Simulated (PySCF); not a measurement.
## How methods differ on the excitation energy of Zn

Zn [Ar] 3d10 4s2 (1S) → Zn [Ar] 3d9 4s2 5s1 (3D), as a difference of total energies. All numbers are calculated (PySCF 2.14, scalar relativity by spin-free X2C-1e, in aug-cc-pwCVTZ-DK (10s9p7d4f3g, 127 functions)). Correlated levels: valence: [Ar] frozen; valence and next inner shell: [Ne] frozen; nothing frozen. The calculations carry no spin-orbit coupling.

| method | excitation energy (eV) |
| --- | --- |
| UHF | 11.822 |
| LDA | 15.080 |
| PBE | 14.495 |
| PBE0 | 14.032 |
| r2SCAN | 14.318 |
| B2PLYP | 14.272 |
| r2SCANh | 14.158 |
| revPBE | 14.401 |
| MP2 (valence) | 14.753 |
| SCS-MP2 (valence) | 14.394 |
| MP2 (valence and next inner shell) | 15.191 |
| SCS-MP2 (valence and next inner shell) | 14.739 |
| MP2 (all electrons) | 15.213 |
| SCS-MP2 (all electrons) | 14.751 |

Problem. How much does correlation contribute at MP2 (all electrons)?

Solution. 15.213 − (11.822) = 3.391 eV, measured against UHF.

A first-order spin-orbit estimate (lowest level to lowest level, LS coupling) adds -0.149 eV.

The upper state lies above the first ionisation limit, where it may autoionise and the basis confines it. A Rydberg-like electron needs more diffuse functions than a valence basis has.

The promoted electron is Rydberg-like, and one or two diffuse shells describe it only roughly, which tends to raise the upper state.
